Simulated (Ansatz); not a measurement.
A nudged elastic band was laid between two geometries of C2H10OSiSn (15 atoms, charge 0, multiplicity 1).

All numbers below come from Ansatz 0.2.0, RKS PBE-D4/def2-SVP.

- movable images: 7
- climbing image: yes
- spring: 5.0 eV/Å²
- optimiser: quadratic models (default)
- start path: through a guess of the saddle point
- force threshold: 0.2 eV/Å
- iteration limit: 59
- end points: relaxed

Initial state:

```xyz
15
Properties=species:S:1:pos:R:3
C -0.998 1.067 1.797
Sn 0.487 -0.384 1.174
O 2.261 0.532 0.863
C -0.118 -1.335 -0.700
Si -0.121 -0.131 -2.147
H -1.929 0.548 2.097
H -0.613 1.650 2.656
H -1.221 1.754 0.957
H 0.890 -1.546 2.392
H 2.234 1.033 0.026
H -1.131 -1.764 -0.550
H 0.584 -2.174 -0.886
H 1.231 0.526 -2.282
H -1.130 0.963 -1.905
H -0.449 -0.789 -3.462
```

Final state:

```xyz
15
Properties=species:S:1:pos:R:3
C -1.033 1.035 1.801
Sn 0.438 -0.430 1.177
O 2.240 0.454 0.944
C -0.135 -1.307 -0.743
Si -0.043 -0.064 -2.154
H -0.656 1.591 2.680
H -1.226 1.744 0.973
H -1.979 0.525 2.070
H 0.783 -1.637 2.367
H 2.250 0.976 0.119
H -1.168 -1.699 -0.637
H 0.540 -2.167 -0.930
H 1.342 0.528 -2.239
H -1.003 1.071 -1.904
H -0.370 -0.669 -3.495
```

(1) Which bonds break or form, and what moves?

(2) Give the energies along the band, and the barrier.

(3) What is the geometry of the highest image?

Results:

(1) No bond is made or broken. The dihedral H7–C1–Sn2–O3 goes from -52 to 68°. The two ends are copies of one structure, up to a mirror image or an exchange of like atoms.

(2) The run converged. The highest image is number 4 of 0 to 8, 0.015 eV above the ends, which have the same energy within 2 meV. The threshold of 0.2 eV/Å is loose, so the images may lie well off the minimum-energy path. Another band between the same ends (7 images) ends at a top of the same energy, where a vibrational analysis finds 1 clearly imaginary mode.

```json
{"image": "0", "path coordinate (Å)": "0.00", "energy (eV)": "0.000", "dihedral H7–C1–Sn2–O3 (°)": "-52"}
{"image": "1", "path coordinate (Å)": "0.48", "energy (eV)": "0.003", "dihedral H7–C1–Sn2–O3 (°)": "-37"}
{"image": "2", "path coordinate (Å)": "0.97", "energy (eV)": "0.008", "dihedral H7–C1–Sn2–O3 (°)": "-21"}
{"image": "3", "path coordinate (Å)": "1.45", "energy (eV)": "0.013", "dihedral H7–C1–Sn2–O3 (°)": "-5"}
{"image": "4", "path coordinate (Å)": "1.93", "energy (eV)": "0.015", "dihedral H7–C1–Sn2–O3 (°)": "11"}
{"image": "5", "path coordinate (Å)": "2.41", "energy (eV)": "0.012", "dihedral H7–C1–Sn2–O3 (°)": "25"}
{"image": "6", "path coordinate (Å)": "2.90", "energy (eV)": "0.010", "dihedral H7–C1–Sn2–O3 (°)": "39"}
{"image": "7", "path coordinate (Å)": "3.38", "energy (eV)": "0.004", "dihedral H7–C1–Sn2–O3 (°)": "54"}
{"image": "8", "path coordinate (Å)": "3.87", "energy (eV)": "0.000", "dihedral H7–C1–Sn2–O3 (°)": "68"}
```

(3) 
```xyz
15
Properties=species:S:1:pos:R:3
C -1.007 1.067 1.703
Sn 0.435 -0.474 1.188
O 2.282 0.341 1.069
C -0.070 -1.336 -0.758
Si -0.121 -0.044 -2.130
H -1.355 0.921 2.742
H -0.522 2.059 1.619
H -1.861 1.026 1.003
H 0.683 -1.695 2.393
H 2.316 1.005 0.354
H -1.062 -1.818 -0.653
H 0.672 -2.132 -0.974
H 1.214 0.646 -2.259
H -1.145 1.011 -1.794
H -0.478 -0.628 -3.474
```

Time of the run: 88 s on 2 threads of Intel(R) Xeon(R) Platinum 8488C (Sapphire Rapids), on a shared host, peak memory 0.21 GiB.
